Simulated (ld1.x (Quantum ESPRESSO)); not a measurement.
Which change was made? (B, TM)

ld1.x (Quantum ESPRESSO) 7.5 input, shortened:

```
&input
   title='B', zed=5., rel=1, dft='PBESOL', iswitch=3,
   config='[He] 2s2 2p1'
 /
 &inputp
   pseudotype=2, tm=.true., lloc=-1, rcloc=0.85,
   nlcc=.true., rcore=0.55
 /
2
2S  1  0   2.00   0.00  0.95  0.95  0.0
2P  2  1   1.00   0.00  3.65  3.65  0.0
 &test
   configts(1)='2s2 2p1'
 /
```

Cutoffs, loose and tight: the cutoffs (Ry, on a coarse ladder) from which the occupation-weighted sum of valence levels, in a spherical-Bessel basis at the reference potential, stays within 10 and 1 mRy of its value at 400 Ry. They do not see the model core or the augmentation charge, which bear on the density cutoff. Test errors are all-electron minus pseudo excitation energies from the reference, over the configurations 2s2 2p0; 2s1 2p0; 2s2 2p0.5; 2s0 2p3; 2s2 2p1.3; 2s1 2p2; 2s1 2p1; variants that change the core or the reference have their own tests.

The base gives: outcome: generated; cutoff, loose: 70 Ry; cutoff, tight: 160 Ry; bound ghosts: none; largest test error (meV): +463.

After one change the result is: outcome: generated; cutoff, loose: 140 Ry; cutoff, tight: 180 Ry; bound ghosts: none; largest test error (meV): +272. Which change was it?
A. all radii but the core radius scaled by about 0.84 (s 0.80, p 3.06 bohr); local potential all-electron potential smoothed inside 0.72 bohr (lloc = -1)
B. all radii but the core radius scaled by about 0.92 (s 0.88, p 3.34 bohr); local potential all-electron potential smoothed inside 0.78 bohr (lloc = -1)
C. all radii but the core radius scaled by about 1.05 (s 1.00, p 3.84 bohr); local potential all-electron potential smoothed inside 0.90 bohr (lloc = -1)

A. The others give: all radii but the core radius scaled by about 0.92 (s 0.88, p 3.34 bohr); local potential all-electron potential smoothed inside 0.78 bohr (lloc = -1) → outcome: generated; cutoff, loose: 90 Ry; cutoff, tight: 180 Ry; bound ghosts: p; largest test error (meV): +373 | all radii but the core radius scaled by about 1.05 (s 1.00, p 3.84 bohr); local potential all-electron potential smoothed inside 0.90 bohr (lloc = -1) → outcome: generated; cutoff, loose: 55 Ry; cutoff, tight: 140 Ry; bound ghosts: none; largest test error (meV): +540.
